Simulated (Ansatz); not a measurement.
Stretching the Te1–H2 bond in hydrogen telluride (SMILES [TeH2]) (multiplicity 1 held, fragments rigid). Energies count from the point at 1.661 Å.
Geometry at that point (charge 0, multiplicity 1):
```xyz
3

Te     0.00005     0.04331     0.00165
H     -1.18042    -1.12478    -0.03896
H      1.17766    -1.12738    -0.04669
```

R- and RO- levels are restricted; in cc, def2 and unpolarised 6-31G sets they are followed outwards from rest. Unrestricted levels (U-) break spin symmetry where that is lower. Active spaces are followed from a long bond inwards. Levels need not reach the same state.

Frozen-core correlation. Filled d and f shells under p-block atoms count as core.

The values were computed with Ansatz (Gaussian orbitals).  In def2 rows elements past Kr take small-core potentials, without spin–orbit coupling.

Energies in kJ/mol.

| R (Å) | U-MP2/def2-SVP | R-CCSD(T)/def2-SVP | SC-NEVPT2 on CASSCF(2,2)/def2-SVP | FIC-MRCISD+Q on CASSCF(2,2)/def2-SVP |
|---|---|---|---|---|
| 1.329 | 155 | 158 | 163 | 158 |
| 1.495 | 28 | 31 | 33 | 30 |
| 1.661 | 0 | 0 | 0 | 0 |
| 1.827 | 21 | 17 | 14 | 17 |
| 1.993 | 64 | 55 | 50 | 55 |
| 2.243 | 168 | 121 | 114 | 121 |
| 2.492 | 226 | 180 | 170 | 179 |
| 2.907 | 260 | 242 | 232 | 242 |
| 3.322 | 269 | 266 | 261 | 270 |
| 3.821 | 272 | 269 | 272 | 282 |
| 4.485 | 273 | 263 | 275 | 285 |
| 5.316 | 273 | 258 | 276 | 286 |

Doubts at one or more of the structures used: a spin-contaminated determinant (U-MP2/def2-SVP); a restricted determinant that unrestricted orbitals would lower (R-CCSD(T)/def2-SVP); other coupled-cluster roots lie near (R-CCSD(T)/def2-SVP).

Ansatz is a program for electronic structure.
